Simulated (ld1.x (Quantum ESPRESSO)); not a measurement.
# Pseudopotential generation for Mn: PAW, PBE, scalar-relativistic.

Mn (Z = 25), PAW, made with ld1.x (Quantum ESPRESSO) 7.5 (PBE, scalar-relativistic). Core [Ne], reference 3s2 3p6 3d5 4s0 4p0 (charge +2). Waves: 3s (bound): rcut 1.10, rcutus 1.25 bohr; 4s (bound, empty): rcut 1.10, rcutus 1.25 bohr; 3p (bound): rcut 1.35, rcutus 1.80 bohr; 4p (bound, empty): rcut 1.35, rcutus 1.80 bohr; 3d (bound): rcut 1.15, rcutus 1.55 bohr; 3d channel at 2.15 Ry: rcut 1.15, rcutus 1.55 bohr. Local part: all-electron potential smoothed inside 1.60 bohr (lloc = -1). Core correction: a·sin(br)/r model core inside 1.20 bohr. Augmentation charge: BESSEL, radius 0.80 bohr.

All-electron outer shells of the reference configuration (PBE, scalar-relativistic, ld1.x):

```csv
shell,level (eV),outermost node (bohr),outermost maximum (bohr)
2p,-647.83,–,0.19
3s,-103.70,0.34,0.74
3p,-72.43,0.31,0.75
3d,-24.32,–,0.76
4s,-19.44,1.04,2.27
4p,-13.89,1.14,2.67
```

What the tests gave:

```
Cutoffs needed                            : 45 Ry and 80 Ry (the cutoffs (Ry, on a coarse ladder) from which the occupation-weighted sum of valence levels, in a spherical-Bessel basis at the reference potential, stays within 10 and 1 mRy of its value at 400 Ry)
Ghost test                                : no extra level below or beside the all-electron valence levels (s, p, d, f tested) (spherical-Bessel basis up to 400 Ry, 20 bohr box)
Configuration tests                       : test run stopped at test 3 of 7 (negative rho)
Lowest eigenvalue of the overlap operator : 0.11 (p channel)
```

Generation and tests took about 1 s on one core of a shared server CPU.
